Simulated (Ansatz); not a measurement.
Ansatz (a first-principles code) input (B3LYP-D3(BJ)/def2-TZVP):

Ansatz 0.2 input:
```yaml
crystal:
  periodic: [false, false, false]
  atoms:
    - {symbol: Si, position_ang: [-0.26309224, -0.33452647, 0.36030131]}
    - {symbol: H, position_ang: [-1.07592726, -1.32984891, -0.45101478]}
    - {symbol: F, position_ang: [0.52880206, 0.66813551, -0.51035595]}
basis:
  gaussian:
    orbitals: def2-TZVP
hamiltonian:
  xc: b3lyp
  dispersion: d3bj
total_charge: 1
magnetization: {spin_polarized: true, initial_magnetization: 1}
phonons: {temperatures: {t_min: 298.15, t_max: 298.15, t_step: 100}}
```

Output:

```
Functional definition: B3LYP
integrals: 0.01 GiB planned
461 factors; their error is unknown
mean field: 0.18 GiB planned
mean field evaluation 1: about -10589.9034 eV, gradient 6.9e1 eV
mean field evaluation 2: about -10445.2652 eV, gradient 1.8e2 eV
mean field evaluation 4: about -10603.2052 eV, gradient 3.2e0 eV
mean field evaluation 8: about -10603.2752 eV, gradient 7.1e-2 eV
mean field evaluation 16: about -10603.2753 eV, gradient 2.6e-5 eV
mean field -10603.27525063 eV, -389.6631783024 hartree, gradient 2.6e-5 eV, S^2 0.755264; 0 other end points of the search recorded, 0 dependent functions left out
the calculation of the forces begins
reference -10603.27542560 eV, -389.6631847327 hartree; 12, 11 occupied and 62, 63 virtual orbitals, 461 factors
these checks for a lower state are left out or cut short: stability, starts, cluster_reference, orbital_swaps, neighbouring_geometries, increment
integrals: 0.01 GiB planned
461 factors; their error is unknown
mean field: 0.18 GiB planned
mean field -10603.27512489 eV, -389.6631736817 hartree, gradient 2.7e-6 eV, S^2 0.755304; 0 other end points of the search recorded, 0 dependent functions left out
the calculation of the forces begins
reference -10603.27529991 eV, -389.6631801134 hartree; 12, 11 occupied and 62, 63 virtual orbitals, 461 factors
these checks for a lower state are left out or cut short: stability, starts, cluster_reference, orbital_swaps, neighbouring_geometries, increment
integrals: 0.01 GiB planned
461 factors; their error is unknown
mean field: 0.18 GiB planned
mean field -10603.27513219 eV, -389.6631739500 hartree, gradient 2.4e-6 eV, S^2 0.755224; 0 other end points of the search recorded, 0 dependent functions left out
the calculation of the forces begins
reference -10603.27530713 eV, -389.6631803789 hartree; 12, 11 occupied and 62, 63 virtual orbitals, 461 factors
these checks for a lower state are left out or cut short: stability, starts, cluster_reference, orbital_swaps, neighbouring_geometries, increment
integrals: 0.01 GiB planned
461 factors; their error is unknown
mean field: 0.18 GiB planned
mean field evaluation 32: about -10603.2752 eV, gradient 9.0e-2 eV
mean field -10603.27521783 eV, -389.6631770972 hartree, gradient 1.3e-6 eV, S^2 0.755290; 0 other end points of the search recorded, 0 dependent functions left out
the calculation of the forces begins
reference -10603.27539282 eV, -389.6631835278 hartree; 12, 11 occupied and 62, 63 virtual orbitals, 461 factors
these checks for a lower state are left out or cut short: stability, starts, cluster_reference, orbital_swaps, neighbouring_geometries, increment
integrals: 0.01 GiB planned
461 factors; their error is unknown
mean field: 0.18 GiB planned
mean field -10603.27522011 eV, -389.6631771811 hartree, gradient 1.6e-6 eV, S^2 0.755238; 0 other end points of the search recorded, 0 dependent functions left out
the calculation of the forces begins
reference -10603.27539508 eV, -389.6631836111 hartree; 12, 11 occupied and 62, 63 virtual orbitals, 461 factors
these checks for a lower state are left out or cut short: stability, starts, cluster_reference, orbital_swaps, neighbouring_geometries, increment
integrals: 0.01 GiB planned
461 factors; their error is unknown
mean field: 0.18 GiB planned
mean field -10603.27521692 eV, -389.6631770639 hartree, gradient 2.8e-6 eV, S^2 0.755225; 0 other end points of the search recorded, 0 dependent functions left out
the calculation of the forces begins
reference -10603.27539186 eV, -389.6631834928 hartree; 12, 11 occupied and 62, 63 virtual orbitals, 461 factors
these checks for a lower state are left out or cut short: stability, starts, cluster_reference, orbital_swaps, neighbouring_geometries, increment
integrals: 0.01 GiB planned
461 factors; their error is unknown
mean field: 0.18 GiB planned
mean field -10603.27522165 eV, -389.6631772374 hartree, gradient 2.3e-6 eV, S^2 0.755303; 0 other end points of the search recorded, 0 dependent functions left out
the calculation of the forces begins
reference -10603.27539666 eV, -389.6631836690 hartree; 12, 11 occupied and 62, 63 virtual orbitals, 461 factors
these checks for a lower state are left out or cut short: stability, starts, cluster_reference, orbital_swaps, neighbouring_geometries, increment
integrals: 0.01 GiB planned
461 factors; their error is unknown
mean field: 0.18 GiB planned
mean field evaluation 64: about -10603.2752 eV, gradient 1.7e-6 eV
mean field -10603.27524487 eV, -389.6631780908 hartree, gradient 1.5e-6 eV, S^2 0.755242; 0 other end points of the search recorded, 0 dependent functions left out
the calculation of the forces begins
reference -10603.27541983 eV, -389.6631845206 hartree; 12, 11 occupied and 62, 63 virtual orbitals, 461 factors
these checks for a lower state are left out or cut short: stability, starts, cluster_reference, orbital_swaps, neighbouring_geometries, increment
integrals: 0.01 GiB planned
461 factors; their error is unknown
mean field: 0.18 GiB planned
mean field -10603.27524202 eV, -389.6631779862 hartree, gradient 1.4e-6 eV, S^2 0.755286; 0 other end points of the search recorded, 0 dependent functions left out
the calculation of the forces begins
reference -10603.27541701 eV, -389.6631844170 hartree; 12, 11 occupied and 62, 63 virtual orbitals, 461 factors
these checks for a lower state are left out or cut short: stability, starts, cluster_reference, orbital_swaps, neighbouring_geometries, increment
integrals: 0.01 GiB planned
461 factors; their error is unknown
mean field: 0.18 GiB planned
mean field -10603.27516201 eV, -389.6631750457 hartree, gradient 2.4e-6 eV, S^2 0.755263; 0 other end points of the search recorded, 0 dependent functions left out
the calculation of the forces begins
reference -10603.27533698 eV, -389.6631814760 hartree; 12, 11 occupied and 62, 63 virtual orbitals, 461 factors
these checks for a lower state are left out or cut short: stability, starts, cluster_reference, orbital_swaps, neighbouring_geometries, increment
integrals: 0.01 GiB planned
461 factors; their error is unknown
mean field: 0.18 GiB planned
mean field -10603.27514997 eV, -389.6631746033 hartree, gradient 1.4e-6 eV, S^2 0.755265; 0 other end points of the search recorded, 0 dependent functions left out
the calculation of the forces begins
reference -10603.27532495 eV, -389.6631810336 hartree; 12, 11 occupied and 62, 63 virtual orbitals, 461 factors
these checks for a lower state are left out or cut short: stability, starts, cluster_reference, orbital_swaps, neighbouring_geometries, increment
integrals: 0.01 GiB planned
461 factors; their error is unknown
mean field: 0.18 GiB planned
mean field -10603.27522801 eV, -389.6631774714 hartree, gradient 1.1e-6 eV, S^2 0.755260; 0 other end points of the search recorded, 0 dependent functions left out
the calculation of the forces begins
reference -10603.27540299 eV, -389.6631839018 hartree; 12, 11 occupied and 62, 63 virtual orbitals, 461 factors
these checks for a lower state are left out or cut short: stability, starts, cluster_reference, orbital_swaps, neighbouring_geometries, increment
integrals: 0.01 GiB planned
461 factors; their error is unknown
mean field: 0.18 GiB planned
mean field evaluation 96: about -10603.2752 eV, gradient 4.4e-5 eV
mean field -10603.27522857 eV, -389.6631774920 hartree, gradient 1.0e-6 eV, S^2 0.755268; 0 other end points of the search recorded, 0 dependent functions left out
the calculation of the forces begins
reference -10603.27540355 eV, -389.6631839221 hartree; 12, 11 occupied and 62, 63 virtual orbitals, 461 factors
Total energy: -10603.32332830 eV, -389.6649451244 hartree
Atom 0 at    -0.263092    -0.334526     0.360301 Å, force     0.000008     0.000012    -0.000071 eV/Å
Atom 1 at    -1.075927    -1.329849    -0.451015 Å, force     0.000013     0.000016     0.000029 eV/Å
Atom 2 at     0.528802     0.668136    -0.510356 Å, force    -0.000021    -0.000027     0.000042 eV/Å
Dipole moment:    -0.417272    -0.526875     0.385447 e Å
Vibrations: 655.60 1015.84 1922.85 cm⁻¹, zero-point energy 0.222818 eV
```
